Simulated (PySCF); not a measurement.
This PySCF input asks for the NMR shieldings of SMILES [C@@H](SC)(C)B(F)F, C₃H₇BF₂S; the geometry comes from GFN2-xTB.

```python
import basis_set_exchange as bse
import numpy as np
from pyscf import gto, dft
from pyscf.prop import nmr

atoms = """
C     1.871833    0.339026    0.421529
S     0.381702    0.731912    1.385272
C    -0.996243    0.055040    0.324665
C    -0.751070   -1.391285   -0.074700
B    -1.037185    1.168359   -0.785590
F    -1.760660    2.263853   -0.669491
F    -0.270981    1.140393   -1.863723
H     2.040124   -0.733513    0.423073
H     1.781057    0.718503   -0.590376
H     2.689021    0.838234    0.932004
H    -1.847813    0.121109    1.004003
H    -0.490625   -1.987839    0.797367
H     0.047139   -1.463934   -0.809269
H    -1.656978   -1.800330   -0.516928
"""
names = dict.fromkeys(["C", "S", "B", "F", "H"], "pcSseg-1")
basis = {el: gto.basis.parse(bse.get_basis(n, elements=[el], fmt="nwchem")) for el, n in names.items()}
mol = gto.M(atom=atoms, basis=basis, charge=0, verbose=0)
mf = dft.RKS(mol, xc="PBE0")
mf.grids.level = 2
mf.grids.alignment = dft.numint.BLKSIZE   # the property module wants whole blocks of grid points
mf.conv_tol = 1e-9
mf.kernel()

calc = nmr.RKS(mf)   # GIAO
C = mf.mo_coeff
Co = C[:, mf.mo_occ > 0]
resp = mf.gen_response(singlet=True, hermi=2)
def vind(x):   # induced exchange potential for any number of trial vectors
    d = np.einsum("pi,xij,qj->xpq", C, 2 * x.reshape(-1, C.shape[1], Co.shape[1]), Co, optimize=True)
    return np.einsum("xpq,pi,qj->xij", resp(d - d.transpose(0, 2, 1)), C, Co, optimize=True).ravel()
mo1, _ = nmr.rhf.solve_mo1(calc, with_cphf=vind)
sigma = calc.kernel(mo1)
for i, s in enumerate(sigma):   # ppm
    print("%2d %-2s %9.2f" % (i, mol.atom_pure_symbol(i), np.trace(s) / 3))
```

Q: Give the expected output.

A: 
```
 0 C     172.25
 1 S     526.63
 2 C     160.05
 3 C     171.59
 4 B      77.54
 5 F     262.10
 6 F     265.85
 7 H      29.52
 8 H      29.66
 9 H      29.94
10 H      29.64
11 H      30.50
12 H      30.24
13 H      30.22
```

These numbers come from an equivalent density-fitted implementation of the same equations, which agrees with the script to about 0.01 ppm for H and up to a few tenths of a ppm for heavy atoms, so last digits may differ.

Size and cost of the density-fitted run: 161 basis functions, 30 s wall time on 1 thread of an Intel Xeon Platinum 8488C, shared host; peak memory 0.73 GiB.
